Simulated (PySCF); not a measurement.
C4H3N2, multiplicity 2. Atoms are numbered in the order given.

```xyz
9

C      0.0000     0.0000     1.3351
N      0.0000     1.1938     0.7881
C      0.0000     1.1991    -0.5631
C      0.0000     0.0000    -1.2938
C      0.0000    -1.1991    -0.5631
N      0.0000    -1.1938     0.7881
H      0.0000     2.1826    -1.0657
H      0.0000     0.0000    -2.3935
H      0.0000    -2.1826    -1.0657
```
Charge 0, spin multiplicity 2.

The structure is a stationary point at PBE-D3(BJ)/def2-SVP. The isomer is the one that the SMILES or the coordinates give; other isomers of the formula were not compared.

Computed with PySCF 2.14.0 with PBE-D3(BJ)/def2-SVP.

Frequencies are harmonic and unscaled.

Computed harmonic wavenumbers and intensities:
```tsv
mode	ν (cm⁻¹)	IR (km/mol)	moving atoms (share of kinetic energy)
1	347	0.2	C 69 %, H 22 %, N 10 %
2	356	0.0	N 52 %, C 30 %, H 19 %
3	560	24.9	N 52 %, C 43 %
4	685	1.0	C 70 %, N 26 %
5	724	9.3	C 52 %, N 31 %, H 18 %
6	777	14.7	H 78 %, C 17 %
7	953	1.8	N 57 %, C 40 %
8	956	0.0	H 70 %, C 29 %
9	969	0.1	H 67 %, C 33 %
10	1048	0.2	C 72 %, H 24 %
11	1064	4.3	H 73 %, C 14 %, N 13 %
12	1138	5.3	C 53 %, H 37 %, N 10 %
13	1207	3.8	H 40 %, C 31 %, N 29 %
14	1297	5.6	C 49 %, H 41 %, N 11 %
15	1391	38.5	N 45 %, H 34 %, C 21 %
16	1416	0.0	C 62 %, H 31 %
17	1543	44.3	C 66 %, N 23 %, H 11 %
18	1562	156.4	C 79 %, N 17 %
19	3090	8.2	H 92 %, C 8 %
20	3092	16.9	H 92 %, C 8 %
21	3143	2.8	H 91 %, C 9 %
```
